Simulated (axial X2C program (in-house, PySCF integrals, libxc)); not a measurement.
**Outer orbitals of TaH⁻ at 1.810 Å, PBE0**

All values were computed with an in-house all-electron X2C program for linear molecules (integrals from PySCF). Spin-free means the one-electron spin-free X2C Hamiltonian; two-component (2c) means X2C with spin–orbit coupling and atomic mean-field two-electron Coulomb and Gaunt terms, so the difference of the two also holds small scalar two-electron terms. Basis: Ta dyall-acv3z [14s15p10d7f4g], H dyall-av3z [7s3p2d] (cores contracted in-house); Gaussian nuclei, density fitting, unrestricted open shells. Masses: Ta 180.948 u, H 1.008 u.

The distance is close to the 2c PBE0 minimum; the highest filled and lowest empty levels are listed.

Spin-free orbitals, state M_S = 3/2, Λ = 2 (beyond evenly filled blocks: π+α, π-α, δ+α) (Löwdin shares):

```json
{"symmetry": "φ+α", "occupied": "yes", "ε (eV)": "-22.56", "atomic character": "100% Ta f"}
{"symmetry": "φ-α", "occupied": "yes", "ε (eV)": "-22.47", "atomic character": "100% Ta f"}
{"symmetry": "δ+α", "occupied": "yes", "ε (eV)": "-22.42", "atomic character": "100% Ta f"}
{"symmetry": "δ-α", "occupied": "yes", "ε (eV)": "-22.38", "atomic character": "100% Ta f"}
{"symmetry": "φ-β", "occupied": "yes", "ε (eV)": "-22.32", "atomic character": "100% Ta f"}
{"symmetry": "φ+β", "occupied": "yes", "ε (eV)": "-22.32", "atomic character": "100% Ta f"}
{"symmetry": "π+α", "occupied": "yes", "ε (eV)": "-22.32", "atomic character": "100% Ta f"}
{"symmetry": "π-α", "occupied": "yes", "ε (eV)": "-22.31", "atomic character": "100% Ta f"}
{"symmetry": "σα", "occupied": "yes", "ε (eV)": "-22.28", "atomic character": "100% Ta f"}
{"symmetry": "σβ", "occupied": "yes", "ε (eV)": "-22.11", "atomic character": "100% Ta f"}
{"symmetry": "δ+β", "occupied": "yes", "ε (eV)": "-22.09", "atomic character": "100% Ta f"}
{"symmetry": "δ-β", "occupied": "yes", "ε (eV)": "-22.09", "atomic character": "100% Ta f"}
{"symmetry": "π-β", "occupied": "yes", "ε (eV)": "-22.08", "atomic character": "100% Ta f"}
{"symmetry": "π+β", "occupied": "yes", "ε (eV)": "-22.08", "atomic character": "100% Ta f"}
{"symmetry": "σα", "occupied": "yes", "ε (eV)": "-3.35", "atomic character": "54% H s, 27% Ta s, 12% Ta d"}
{"symmetry": "σβ", "occupied": "yes", "ε (eV)": "-2.87", "atomic character": "58% H s, 19% Ta s, 14% Ta d"}
{"symmetry": "σα", "occupied": "yes", "ε (eV)": "-0.46", "atomic character": "41% Ta s, 29% Ta d, 14% Ta p"}
{"symmetry": "π+α", "occupied": "yes", "ε (eV)": "0.28", "atomic character": "91% Ta d, 5% H p, 2% H d"}
{"symmetry": "δ+α", "occupied": "yes", "ε (eV)": "0.30", "atomic character": "99% Ta d"}
{"symmetry": "π-α", "occupied": "yes", "ε (eV)": "0.39", "atomic character": "91% Ta d, 5% H p, 2% H d"}
{"symmetry": "σβ", "occupied": "yes", "ε (eV)": "0.58", "atomic character": "51% Ta s, 19% Ta p, 15% Ta d"}
{"symmetry": "π+β", "occupied": "no", "ε (eV)": "1.84", "atomic character": "100% Ta p"}
{"symmetry": "π-β", "occupied": "no", "ε (eV)": "1.84", "atomic character": "100% Ta p"}
{"symmetry": "σβ", "occupied": "no", "ε (eV)": "1.84", "atomic character": "96% Ta p, 3% Ta s"}
{"symmetry": "σα", "occupied": "no", "ε (eV)": "1.94", "atomic character": "96% Ta p, 3% Ta s"}
```

The highest filled level is positive, so this functional does not bind it, and the empty levels of an anion are set by the basis.

Spinors with spin–orbit coupling (state Ω = 1/2):

```csv
ω,occupied,ε (eV),atomic character,λ mixture
5/2,yes,-23.56,100% Ta f,"90% φ, 10% δ"
3/2,yes,-23.41,100% Ta f,"78% δ, 22% π"
-5/2,yes,-23.40,100% Ta f,"84% φ, 16% δ"
1/2,yes,-23.32,100% Ta f,"62% π, 38% σ"
-1/2,yes,-23.25,100% Ta f,"52% π, 48% σ"
-3/2,yes,-23.24,100% Ta f,"66% δ, 34% π"
-7/2,yes,-21.64,100% Ta f,100% φ
-5/2,yes,-21.55,100% Ta f,"84% δ, 16% φ"
7/2,yes,-21.49,100% Ta f,100% φ
-3/2,yes,-21.42,100% Ta f,"66% π, 34% δ"
-1/2,yes,-21.38,100% Ta f,"52% σ, 48% π"
1/2,yes,-21.37,100% Ta f,"62% σ, 38% π"
3/2,yes,-21.35,100% Ta f,"78% π, 22% δ"
5/2,yes,-21.33,100% Ta f,"90% δ, 10% φ"
-1/2,yes,-3.37,"54% H s, 27% Ta s, 13% Ta d",100% σ
1/2,yes,-2.91,"58% H s, 19% Ta s, 14% Ta d",100% σ
-1/2,yes,-0.45,"42% Ta s, 29% Ta d, 14% Ta p",100% σ
3/2,yes,0.10,99% Ta d,"99% δ, 1% π"
1/2,yes,0.15,"85% Ta d, 5% Ta s, 5% H p","89% π, 11% σ"
-3/2,yes,0.50,"91% Ta d, 5% H p, 2% H d","98% π, 2% δ"
1/2,yes,0.60,"46% Ta s, 21% Ta p, 19% Ta d","90% σ, 10% π"
-1/2,no,1.84,100% Ta p,100% π
3/2,no,1.84,100% Ta p,100% π
1/2,no,1.85,"96% Ta p, 3% Ta s",100% σ
-1/2,no,1.94,"96% Ta p, 3% Ta s",100% σ
1/2,no,1.95,99% Ta p,100% π
```

The highest filled level is positive, so this functional does not bind it, and the empty levels of an anion are set by the basis.

Mulliken charges and populations of the two-component result (they depend on the basis, above all on diffuse functions):

Ta -0.86 e (s 11.88 p 24.35 d 23.62 f 14.01), H -0.14 e (s 1.06 p 0.07 d 0.01). ⟨Lz⟩ = 1.96 ħ and ⟨Sz⟩ = -1.46 ħ (-1.47 and 0.01 on the two atoms), which add up to Ω.

Occupations by symmetry block were frozen at the best pattern of an incomplete PBE0 search. Density functionals use the spin component along the axis (collinear). The highest occupied level is positive at some bond lengths even in Hartree–Fock (under at least one Hamiltonian), so the basis set holds the extra electron there; where that holds at Re the anion is at best weakly bound and its constants depend on the basis. PBE0 can misorder states that lie within some tenths of an eV, so this need not be the ground state of the molecule. The nearest other spin-free determinant of the search, M_S = 3/2, Λ = 1, lies 0.08 eV up at the distance of the search. Without a current term, density functionals place determinants with orbital angular momentum somewhat too high. With several unpaired electrons one determinant need not be a pure state.
